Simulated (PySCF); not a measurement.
## C⁺: excitation energy

C⁺ [He] 2s2 2p1 (2P) → C⁺ [He] 2s1 2p2 (4P), as a difference of total energies. Calculation: PySCF 2.14, in x2c-QZVPPall; scalar relativity by spin-free X2C-1e. Correlated levels: valence: 1s2 frozen. The calculations carry no spin-orbit coupling.

| method | excitation energy (cm⁻¹) | error (cm⁻¹) |
| --- | --- | --- |
| UHF | 29454 | -13539 |
| MP2 (valence) | 38522 | -4471 |
| SCS-MP2 (valence) | 42063 | -931 |
| CCSD (valence) | 42658 | -336 |
| CCSD(T) (valence) | 42921 | -72 |

Reference: 42994 cm⁻¹ (measured; NIST levels, between the centres of gravity of the two terms).

Errors of the correlated levels include the incompleteness of this basis and the frozen core.
